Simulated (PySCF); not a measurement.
B(F)2(Et) (C2H5BF2), SMILES FB(F)CC.

Geometry: TPSSh-D3(BJ)/def2-SVP. Other conformers were not sampled.

These are PBE/def2-TZVP (PySCF) values and carry that method's errors.

Gas-phase values at a fixed geometry.

Computed frontier levels, gap, dipole moment and polarisability:
```yaml
highest_occupied_level: -7.92 eV
lowest_empty_level: -0.74 eV
orbital_gap: 7.18 eV
dipole_moment: 1.61 D
quadrupole, principal values (traceless, Buckingham form, about the centre of nuclear charge): -3.04, -0.71, 3.75 D·Å
mean_static_polarisability: 39.5 bohr³ (5.86 Å³)
polarisability_principal_values: 34.2, 40.0, 44.4 bohr³
```
